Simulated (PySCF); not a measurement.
## Nuclear quadrupole coupling in `O=C(Cl)c1ccsc1`

C₅H₃ClOS.
SMILES with atom numbers: `[O:1]=[C:2]([Cl:3])[c:4]1[cH:5][cH:6][s:7][cH:8]1` (hydrogens: H9 on C5; H10 on C6; H11 on C8)

Field gradients from the PBE0/pcSseg-1 density (PySCF, non-relativistic), principal values in atomic units, ordered |Vxx| ≤ |Vyy| ≤ |Vzz|:

```tsv
atom	Vxx	Vyy	Vzz
O1	0.4746	1.0737	-1.5483
Cl3	-1.2836	-2.0437	3.3273
S7	-0.5500	-1.2338	1.7837
```

**Question.** Find the asymmetry η = (Vxx − Vyy)/Vzz and the couplings χ = eQV/h (234.96 MHz × Q in barn × V in au), with Q(17O) = −0.0256 b, Q(35Cl) = −0.0817 b, Q(33S) = −0.0678 b.

**Answer.** 
```tsv
atom	environment	nucleus	η	χzz (MHz)	χxx (MHz)	χyy (MHz)
O1	carbonyl oxygen	17O	0.39	9.31	-2.86	-6.46
Cl3	chlorine bonded to C	35Cl	0.23	-63.87	24.64	39.23
S7	thiophene-type sulfur	33S	0.38	-28.42	8.76	19.65
```

**Question.** What is Vzz at Cl3 in SI units (1 au = 9.71736 × 10²¹ V/m²)?

**Answer.** 3.3273 au = 32.333 × 10²¹ V/m².

**Question.** And the gradient at the other heavy atoms, for which no coupling is worked out here?

**Answer.** 
| atom | environment | Vzz (au) | η |
| --- | --- | --- | --- |
| C2 | acyl halide carbon | -0.441 | 0.52 |
| C4 | substituted aromatic carbon | -0.130 | 0.91 |
| C5 | aromatic CH carbon | 0.259 | 0.30 |
| C6 | aromatic CH next to a ring sulfur | -0.257 | 0.29 |
| C8 | aromatic CH next to a ring sulfur | -0.270 | 0.34 |

**Question.** What couplings would deuterons (Q(2H) = 0.00286 b) have in place of the hydrogens, at this geometry?

**Answer.** 
```tsv
atom	bonded to	bond length (Å)	Vzz (au)	η	χzz (kHz)
H9	C5	1.090	0.3064	0.05	206
H10	C6	1.089	0.3112	0.10	209
H11	C8	1.088	0.3078	0.08	207
```

Isolated species at its PBE0-D3(BJ)/def2-SVP geometry (one conformer only). These gradients aren't converged with respect to the basis.

The run behind these numbers computed NMR shieldings as well. On one thread of an Arm Neoverse V2, no GPU, on a shared host, this took 20 s wall (with the writing of density and orbital grids) and 1.0 GiB of memory at its peak.

Shape of the structure used: `[O:1]=[C:2]([Cl:3])[c:4]1[cH:5][cH:6][s:7][cH:8]1`: O1–C2–C4–C5 1°.
